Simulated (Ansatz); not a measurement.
The same path of C$_{3}$H$_{9}$NSi (14 atoms, charge 0, multiplicity 1) was run 3 times with different band settings. Lost on the way: Si5–H14. Made: N4–H14.

The calculation used RKS PBE0-D4/def2-SVP in Ansatz 0.2.0.

Relaxed end points:

```xyz
14
Properties=species:S:1:pos:R:3
C -1.642 0.792 0.789
C -0.342 0.990 0.023
C 0.176 -0.303 -0.566
N 0.677 -1.294 0.414
Si 1.947 -0.832 -0.685
H -2.442 0.414 0.131
H -1.496 0.058 1.597
H -1.997 1.731 1.242
H 0.421 1.414 0.697
H -0.479 1.721 -0.792
H -0.480 -0.708 -1.357
H 0.218 -2.199 0.450
H 3.091 -0.081 -0.109
H 2.336 -1.733 -1.804
```

```xyz
14
Properties=species:S:1:pos:R:3
C -1.444 0.670 0.776
C -0.190 0.902 -0.060
C 0.262 -0.293 -0.861
N 0.823 -1.409 -0.051
Si 2.047 -0.710 -1.471
H -2.303 0.401 0.141
H -1.304 -0.150 1.501
H -1.721 1.567 1.350
H 0.646 1.235 0.581
H -0.360 1.732 -0.766
H -0.537 -0.686 -1.507
H 0.360 -2.312 -0.118
H 2.685 0.199 -0.405
H 1.024 -1.177 0.919
```

Common settings: spring 5.0 eV/Å²; start path through a guess of the saddle point; force threshold 0.05 eV/Å; end points relaxed.

| run | movable images | climbing image | optimiser | iteration limit | largest step |
| --- | --- | --- | --- | --- | --- |
| 1 | 9 | yes | quadratic models (default) | 57 | default |
| 2 | 6 | no | quadratic models (default) | 60 | default |
| 3 | 9 | yes | fire | 60 | 0.02 Å |

Q: What does each run give, and how far can it be trusted?

A: Run 1: converged after 10 iterations, highest image 1.846 eV above the first end. A vibrational analysis at the climbing image gives one clearly imaginary mode, 1125i cm⁻¹: a first-order saddle point.
Run 2: converged after 9 iterations, highest image 1.513 eV above the first end. No image climbed, so the highest image needn't sit at the top of the path.
Run 3: converged after 50 iterations, highest image 1.850 eV above the first end. The order of the stationary point at the top wasn't checked.
The orbitals stay closed-shell, which can raise the energy where a bond breaks towards radicals; this wasn't checked here.
